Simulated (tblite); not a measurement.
C4H12NSi2 (doublet state).
SMILES with atom numbers: `[SiH3:1][SiH:2][NH:3][CH2:4][CH:5]1[CH2:6][CH2:7]1` (hydrogens: H8, H9, H10 on Si1; H11 on Si2; H12 on N3; H13, H14 on C4; H15 on C5; H16, H17 on C6; H18, H19 on C7)

Structure used (GFN2-xTB), in Å, numbered top down from 1:
```
atom  x, y, z in Å
Si1    3.854   -0.289    0.511
Si2    1.713   -1.066    0.589
N3     0.729   -0.130   -0.489
C4    -0.626   -0.472   -0.840
C5    -1.633    0.008    0.184
C6    -3.051    0.274   -0.214
C7    -2.141    1.417    0.120
H8     3.902    1.036    1.145
H9     4.641   -1.206    1.341
H10    4.626   -0.136   -0.731
H11    1.388   -2.434    0.138
H12    0.852    0.872   -0.463
H13   -0.680   -1.561   -0.925
H14   -0.865   -0.039   -1.819
H15   -1.457   -0.411    1.168
H16   -3.322    0.126   -1.249
H17   -3.838    0.021    0.480
H18   -2.303    1.953    1.043
H19   -1.800    2.045   -0.690
```

Computed values, GFN2-xTB/tblite, gas phase, harmonic and unscaled. The method is semi-empirical: single wavenumbers can be off by several per cent or more. Modes of hydrogen on silicon can be 10 to 20 % off. One conformer, not necessarily the lowest. Open shells enter through the occupations alone, without spin polarisation, and single modes of such species can be off by tens of per cent.

Harmonic wavenumbers (cm⁻¹): 34.2, 50.8, 55.2, 82.4, 115.8, 217.9, 251.2, 366.9, 389.9, 437.8, 468.4, 486.4, 509.7, 556.4, 680.4, 787.6, 791.6, 802.1, 810.3, 838.9, 863.0, 877.0, 926.1, 1000.2, 1036.8, 1071.1, 1076.5, 1106.0, 1128.5, 1145.5, 1157.6, 1208.0, 1244.3, 1308.1, 1376.7, 1390.4, 1440.9, 1476.6, 1493.7, 2114.6, 2158.0, 2190.1, 2220.2, 2908.2, 2962.7, 3038.6, 3081.6, 3087.5, 3090.9, 3107.2, 3432.0.

A = 5819, B = 613.6, C = 595.2 MHz; mass 130.051 u (most abundant isotopes); point group C1, symmetry number 1; spin multiplicity 2.

Question: Zero-point energy?

Answer: ½Σν̃ = 32226 cm⁻¹ = 385.51 kJ/mol.

Question: Give the ideal-gas entropy at 400 K and 1 bar in the rigid-rotor, harmonic-oscillator model (classical rotation).

Answer: Translation 175.68, rotation 126.69, vibration 186.21, spin (R ln 2) 5.76: S = 494.3 J/(mol K).

Question: And Cp and H(400 K) − H(0)?

Answer: Cp = 209.10 J/(mol K), of which vibrations give 175.85 (their classical limit is 51 R = 424.0); H(400 K) − H(0) = 49.56 kJ/mol without the zero-point energy, 36.25 from vibrations.

Question: What must be added to the electronic energy to get the Gibbs energy at 400 K and 1 bar?

Answer: ZPE + [H(400 K) − H(0)] − T·S = 385.51 + 49.56 − 197.74 = 237.33 kJ/mol.

Question: Which modes carry the vibrational entropy at 400 K?

Answer: 34.2 cm⁻¹: 25.74; 50.8 cm⁻¹: 22.46; 55.2 cm⁻¹: 21.77; 82.4 cm⁻¹: 18.46; 115.8 cm⁻¹: 15.66; 217.9 cm⁻¹: 10.55 J/(mol K); the other 45 give 71.58 together.

Hindered rotation and anharmonicity are outside this model. Other conformers, if any are populated, would add a mixing term that is left out. The structure is chiral; the term R ln 2 for an equal mix with its mirror image is left out.
